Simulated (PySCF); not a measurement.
## Charge-transfer reorganisation: `C=Cc1c[n+](C)ns1`, [C5H7N2S]+, charge +1

Molfile (atoms numbered from 1):
```
C5H7N2S
     RDKit          3D

 15 15  0  0  0  0  0  0  0  0999 V2000
   -3.1483   -0.6762   -0.4148 C   0  0  0  0  0  0  0  0  0  0  0  0
   -2.0579   -0.7259    0.3658 C   0  0  0  0  0  0  0  0  0  0  0  0
   -0.7149   -0.3878   -0.0610 C   0  0  0  0  0  0  0  0  0  0  0  0
    0.4374   -0.3988    0.7018 C   0  0  0  0  0  0  0  0  0  0  0  0
    1.5267   -0.0239   -0.0205 N   0  0  0  0  0  0  0  0  0  0  0  0
    2.8849    0.0633    0.5205 C   0  0  0  0  0  0  0  0  0  0  0  0
    1.3411    0.2745   -1.2591 N   0  0  0  0  0  0  0  0  0  0  0  0
   -0.2416    0.1105   -1.6412 S   0  0  0  0  0  0  0  0  0  0  0  0
   -3.1148   -0.3676   -1.4680 H   0  0  0  0  0  0  0  0  0  0  0  0
   -4.1310   -0.9481   -0.0156 H   0  0  0  0  0  0  0  0  0  0  0  0
   -2.1468   -1.0389    1.4121 H   0  0  0  0  0  0  0  0  0  0  0  0
    0.5392   -0.6624    1.7554 H   0  0  0  0  0  0  0  0  0  0  0  0
    3.1802   -0.9243    0.9068 H   0  0  0  0  0  0  0  0  0  0  0  0
    3.5476    0.3689   -0.2994 H   0  0  0  0  0  0  0  0  0  0  0  0
    2.9010    0.8122    1.3274 H   0  0  0  0  0  0  0  0  0  0  0  0
  1  2  2  0
  2  3  1  0
  3  4  2  0
  4  5  1  0
  5  6  1  0
  5  7  2  0
  7  8  1  0
  8  3  1  0
  1  9  1  0
  1 10  1  0
  2 11  1  0
  4 12  1  0
  6 13  1  0
  6 14  1  0
  6 15  1  0
M  CHG  1   5   1
M  END
```

Computed, not measured: PySCF, UKS PBE0/def2-SV(P) four-point reorganisation energy, gas phase. Geometry: PBE0/def2-SV(P).

The conformer changes in this relaxation, which adds to the reorganisation energy.

(1) What is the inner reorganisation energy for electron transfer, with the electron affinity?

## Answers

(1) λ = 0.224 (surface of the reduced species) + 0.186 (surface of the starting species) = 0.410 eV. The electron affinity is 5.47 eV vertical and 5.70 eV adiabatic without zero-point energy; at the relaxed geometry of the reduced species the two energies differ by 5.88 eV. Largest bond changes: N7–S8 1.636 → 1.699 Å, N5–N7 1.288 → 1.345 Å, S8–C3 1.723 → 1.768 Å, N5–C6 1.465 → 1.441 Å, C2–C3 1.449 → 1.434 Å. ⟨S²⟩ of the relaxed reduced species 0.781.
